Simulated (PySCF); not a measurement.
Species: C₃H₁₂AlNS.
Numbering: `[CH3:1][NH:2][AlH2-:3][S+:4]([CH3:5])[CH3:6]` (hydrogens: H7, H8, H9 on C1; H10 on N2; H11, H12 on Al3; H13, H14, H15 on C5; H16, H17, H18 on C6)

Torsions of this conformer, `[CH3:1][NH:2][AlH2-:3][S+:4]([CH3:5])[CH3:6]`: C1–N2–Al3–S4 92°, N2–Al3–S4–C5 -159°.

The closed-shell ground state was solved at several levels (PySCF, density fitting, gas phase, non-relativistic). One conformer (not necessarily the lowest) at the PBE0-D3(BJ)/def2-SVP geometry, without solvent, vibrations or thermal averaging.

```csv
level,basis functions,HOMO (eV),LUMO (eV),gap (eV),dipole (D)
PBE0/pcSseg-1,176,-5.89,0.23,6.12,3.93
mPW1PW91/pcSseg-1,176,-5.92,0.24,6.16,3.94
```

Q: Estimate the row for wB97X-D/def2-SVPD, a basis of 227 functions; the other rows only guide the guess.

A: HOMO -7.83 eV, LUMO 1.69 eV, gap 9.52 eV, dipole 3.92 D.

Q: Over all these levels, which gives the widest orbital gap and which the narrowest?

A: wB97X-D/def2-SVPD (range-separated hybrid) has the widest, 9.52 eV, and PBE0/pcSseg-1 (global hybrid, 25 % exact exchange) the narrowest, 6.12 eV. Functional and basis both differ between the two, so the spread mixes both effects.

Q: How far do the dipole and the HOMO energy spread over the levels?

A: The dipole runs from 3.92 to 3.94 D (mean 3.93 D) and the HOMO from -7.83 to -5.89 eV.
